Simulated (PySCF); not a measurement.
C4H10BF, singlet, at a GFN2-xTB geometry. Base run: DF-PBE/def2-SV(P) (PySCF).

PySCF was given this input:
```python
from pyscf import gto, scf, dft

mol = gto.M(
    atom='''
B     0.201361    0.086392   -1.284445
F     1.489749    0.071952   -1.548194
H    -0.509554    0.250217   -2.205850
C    -0.285302   -0.041061    0.229284
C    -1.719447   -0.572537    0.346853
C     0.648133   -0.932019    1.062228
C    -0.244392    1.386261    0.816692
H    -2.034043   -0.589586    1.388947
H    -1.785629   -1.584038   -0.047175
H    -2.409137    0.055969   -0.211055
H     0.621853   -1.956593    0.697148
H     1.673243   -0.575090    1.001430
H     0.342245   -0.931748    2.107178
H     0.764049    1.791429    0.774190
H    -0.906038    2.049829    0.264080
H    -0.565485    1.366224    1.856740
''',
    basis='def2-sv(p)',
    charge=0,
    spin=0,
    verbose=4,
    max_memory=1800,
)

mf = dft.RKS(mol)
mf.xc = 'pbe'
mf = mf.density_fit(auxbasis='def2-universal-jkfit')
mf.kernel()
```

All variants below ran on the same shared machine, one core each. Differences are taken from the largest basis of the def2 family in the series, which isn't the basis-set limit (def2-TZVPP: -282.930652 Eh). The cheapest run took very roughly 30 core-seconds.

```tsv
setting	basis functions	cost, times the cheapest (rough)	difference in total energy (mEh)
def2-SV(P)	104	1	348.68
def2-SVP	134	1	325.17
def2-TZVP	246	3	3.37
def2-TZVPP	326	3	reference
```

Times come from a shared machine, hold the start-up and are rough. Total energies converge more slowly with the basis than energy differences do.
